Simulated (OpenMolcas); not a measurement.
Multiplet structure of Ne V

```yaml
Program: OpenMolcas 26.06
Method: "XMS-CASPT2, IPEA 0.25 Eh, imaginary shift 0.1 Eh (closed shells correlated: 1s 2s)"
Basis: ANO-RCC-VQZP [5s4p3d2f1g]
Scalar_Hamiltonian: DKH2, point nucleus
Active_space: 2 electrons in 3 orbitals (2p)
State_averaging: 2S+1 = 3 even, 3 roots; 2S+1 = 1 even, 6 roots
Spin-orbit_coupling: state interaction with AMFI integrals over the reference wave functions, term energies averaged over their components
```

With spin-orbit coupling, above the lowest level:

```json
{"Configuration": "2s2 2p2", "Term": "3P", "J": "0", "E (cm-1)": "0.0", "Measured (cm-1)": "0.0", "g": "", "Term weight %": "100"}
{"Configuration": "2s2 2p2", "Term": "3P", "J": "1", "E (cm-1)": "404", "Measured (cm-1)": "412", "g": "1.501", "Term weight %": "100"}
{"Configuration": "2s2 2p2", "Term": "3P", "J": "2", "E (cm-1)": "1168", "Measured (cm-1)": "1110", "g": "1.501", "Term weight %": "100"}
{"Configuration": "2s2 2p2", "Term": "1D", "J": "2", "E (cm-1)": "30630", "Measured (cm-1)": "30292", "g": "1.000", "Term weight %": "100"}
{"Configuration": "2s2 2p2", "Term": "1S", "J": "0", "E (cm-1)": "69510", "Measured (cm-1)": "63914", "g": "", "Term weight %": "100"}
```

Against the 4 measured excited levels shown (NIST levels in Podobedova, Fuhr, Reader and Wiese, J. Phys. Chem. Ref. Data 33, 525 (2004)) the mean absolute deviation is 1500 cm-1; the largest miss in energy is 2s2 2p2 1S0: computed 69510, measured 63914 cm-1 (+8.8 %).

Spin-orbit coupling puts the lowest level 791 cm-1 below the lowest spin-free term.

For 3P the intervals divided by the larger J are 404.0, 382.0 cm-1. Landé's interval rule makes them equal in pure LS coupling; they differ by 6 % of their mean. The multiplet is regular.

CASPT2 breaks the degeneracy within a term, and the mean is taken; among the terms shown or strongly mixed into the levels shown the widest spread is 600 cm-1 (2s2 2p2 1D). With the s shell closed, the reference lacks s² → p² mixing. Measured partners are found by configuration, term and J. A level has none where our copy of the source lacks it or the pairing is in doubt (some pairs that miss far off the trend of their configuration count as doubtful), and it then counts in no deviation. Only configurations of the active space appear.

The term weight is that of the spin-free term in the level, not the purity of its configuration.
